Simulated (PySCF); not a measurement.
C₄H₇BF₂, SMILES CB(/C=C(\F)C)F. Heavy atoms are numbered as in [CH3:1][B:2]([F:3])/[CH:4]=[C:5](/[CH3:6])[F:7]. Hydrogens are named by the atom that carries them.

Coordinates come from a B3LYP-D3(BJ)/def2-SVP optimisation. The structure was generated by enumeration; whether it is a known compound was not checked. One conformer was computed; it need not be the lowest.

Method: PBE0/pcSseg-1 (PySCF).

GIAO shieldings, no solvent; atoms alike by connectivity are averaged. δ = σ(ref) − σ: ¹³C against TMS (σ = 186.3 ppm); ¹¹B against BF3 (σ = 88.8 ppm); ¹⁹F against CFCl3 (σ = 167.2 ppm); ¹H against TMS (σ = 31.56 ppm), references at their B3LYP-D3(BJ)/def2-TZVP geometries, non-relativistic.

```csv
nucleus,atoms,count,δ (ppm)
¹³C,C5,1,187.7
¹³C,C4 (CH),1,109.6
¹³C,C6 (CH3),1,25.5
¹³C,C1 (CH3),1,8.3
¹¹B,B2,1,37.9
¹⁹F,F3,1,-40.8
¹⁹F,F7,1,-52.9
¹H,H on C4,1,5.16
¹H,H on C6,3,2.32
¹H,H on C1,3,0.80
```
